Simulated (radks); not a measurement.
Values are calculated unless marked as measured or tabulated.
Question: The mean radii <r> (bohr) of the occupied orbitals of an atom or ion are listed with their occupations. Level of theory: Dirac Kohn-Sham, BLYP, spin-unpolarised, spherical densities, finite nucleus; Fermi nuclear charge, rms radius of each element as measured or else 0.836 A^(1/3) + 0.57 fm (a radial shooting solver on a logarithmic mesh with Libxc functionals).

orbital  occ.      <r>
1s1/2       2  0.02905
2s1/2       2   0.1251
2p1/2       2   0.1058
2p3/2       4   0.1111
3s1/2       2   0.3380
3p1/2       2   0.3285
3p3/2       4   0.3396
3d3/2       4   0.3102
3d5/2       6   0.3137
4s1/2       2   0.7705
4p1/2       2   0.7955
4p3/2       4   0.8162
4d3/2     0.8   0.8746
4d5/2     1.2   0.8809

Name the element and its charge. Open shells, if any, are shared by 2j + 1.

Answer: Z = 50, tin, charge +12: Sn12+ in [Kr] 4d2. The 1s radius gives Z: for a bare nucleus <r> = (2 gamma + 1)/(2Z) with gamma = sqrt(1 - (Z/c)^2), 0.02862 bohr for Z = 50, and screening makes it slightly larger (0.02905 here). The occupations add up to 38, and the charge is Z minus that.
